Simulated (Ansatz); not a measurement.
Relaxation of C₂H₇FN₂Si (13 atoms, charge 0, multiplicity 1), to a largest force component of 0.015 eV/Å in at most 40 steps.

Computed with RKS r2SCAN/def2-SVP in Ansatz 0.2.0.

```xyz
13
Properties=species:S:1:pos:R:3
C -1.549 -1.637 1.475
N -0.614 -1.513 0.646
C -0.487 -0.176 0.075
F -0.543 -0.283 -1.297
N -1.705 0.561 0.420
Si -2.009 2.135 -0.138
H -1.793 -2.550 1.960
H -2.224 -0.730 1.709
H 0.386 0.307 0.366
H -2.478 -0.069 0.133
H -3.229 2.584 0.535
H -0.866 2.964 0.202
H -2.172 2.112 -1.595
```

Problem. Where does it end, and by what steps?

Solution. The forces met the threshold. After 14 steps the energy has fallen by 0.894 eV; H13 moved furthest, 0.54 Å.

```json
{"step": "0", "energy less start (eV)": "0.0000", "largest force component (eV/Å)": "4.985", "accepted": "yes"}
{"step": "1", "energy less start (eV)": "-0.6334", "largest force component (eV/Å)": "1.462", "accepted": "yes"}
{"step": "2", "energy less start (eV)": "-0.7734", "largest force component (eV/Å)": "0.874", "accepted": "yes"}
{"step": "3", "energy less start (eV)": "-0.8546", "largest force component (eV/Å)": "0.472", "accepted": "yes"}
{"step": "4", "energy less start (eV)": "-0.8713", "largest force component (eV/Å)": "0.328", "accepted": "yes"}
{"step": "5", "energy less start (eV)": "-0.8822", "largest force component (eV/Å)": "0.203", "accepted": "yes"}
{"step": "6", "energy less start (eV)": "-0.8883", "largest force component (eV/Å)": "0.137", "accepted": "yes"}
{"step": "7", "energy less start (eV)": "-0.8920", "largest force component (eV/Å)": "0.063", "accepted": "yes"}
{"step": "8", "energy less start (eV)": "-0.8921", "largest force component (eV/Å)": "0.074", "accepted": "yes"}
{"step": "9", "energy less start (eV)": "-0.8935", "largest force component (eV/Å)": "0.039", "accepted": "yes"}
{"step": "10", "energy less start (eV)": "-0.8936", "largest force component (eV/Å)": "0.034", "accepted": "yes"}
{"step": "11", "energy less start (eV)": "-0.8937", "largest force component (eV/Å)": "0.026", "accepted": "yes"}
{"step": "12", "energy less start (eV)": "-0.8938", "largest force component (eV/Å)": "0.027", "accepted": "yes"}
{"step": "13", "energy less start (eV)": "-0.8938", "largest force component (eV/Å)": "0.022", "accepted": "yes"}
{"step": "14", "energy less start (eV)": "-0.8938", "largest force component (eV/Å)": "0.005", "accepted": "yes"}
```

```xyz
13
Properties=species:S:1:pos:R:3
C -1.431 -1.694 1.659
N -0.707 -1.524 0.633
C -0.712 -0.243 -0.023
F -0.424 -0.496 -1.362
N -1.910 0.508 0.106
Si -1.988 2.233 -0.202
H -1.407 -2.671 2.165
H -2.093 -0.910 2.079
H 0.137 0.351 0.370
H -2.726 -0.044 -0.161
H -3.243 2.744 0.420
H -0.787 2.827 0.452
H -1.991 2.623 -1.646
```

Time of the run: 76 s on 2 threads of Arm Neoverse V1 (shared host), peak memory 0.19 GiB.
